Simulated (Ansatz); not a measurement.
# A geometry optimisation of CuGeH5Si with PBE0-D3(BJ)/pcseg-1

The starting geometry of this gas-phase singlet was optimised with GFN2-xTB.

```xyz
8

Cu    1.3758    0.2082    1.2246
Ge   -1.1467   -0.1065    0.7799
Si   -0.2472    0.5602   -1.3155
H    -1.9192   -1.0544    1.7722
H     1.8860    0.8730   -0.0479
H     0.1531   -0.8205   -1.7328
H    -1.5233    1.2049    1.5218
H     0.9067   -0.4531    2.5119
```

Question: Where would you expect an optimisation with PBE0-D3(BJ)/pcseg-1 to take it?

Answer: New bonds form, giving a structure with H5 bridging Si3 and Cu1, H6 bridging Cu1 and Si3, H8 bridging Cu1 and Ge2, given below by its coordinates. Distances that change by over a tenth: Cu1–H5 (1.52 → 1.84 Å), Cu1–H8 (1.52 → 1.80 Å). Contacts that close: Cu1–Si3 (3.03 → 2.37 Å), Cu1–H6 (3.36 → 1.84 Å), Ge2–H8 (2.71 → 1.68 Å), Si3–H5 (2.50 → 1.61 Å).

The energy falls by 2.03 eV over 14 steps:

```
step  E − E(last) (eV)
   1             2.031
   2             1.201
   4             0.363
   5             0.179
   7             0.076
   8             0.058
  10             0.028
  11             0.013
  13             0.000
  14             0.000
```

Final geometry (Å):

```csv
atom,x (Å),y (Å),z (Å)
Cu,1.3498,-0.2831,0.6545
Ge,-0.9480,0.1129,1.1578
Si,0.0117,0.4561,-1.1521
H,-1.9328,-1.0439,1.3892
H,1.2770,1.1806,-0.4590
H,0.7993,-0.9419,-0.9732
H,-1.3938,1.3407,1.9673
H,0.3220,-0.4097,2.1298
```

Frequencies at the end are all real (lowest 191 cm⁻¹). Run with Ansatz 0.2.0, 43 s on 2 threads of Arm Neoverse V1 (shared host).
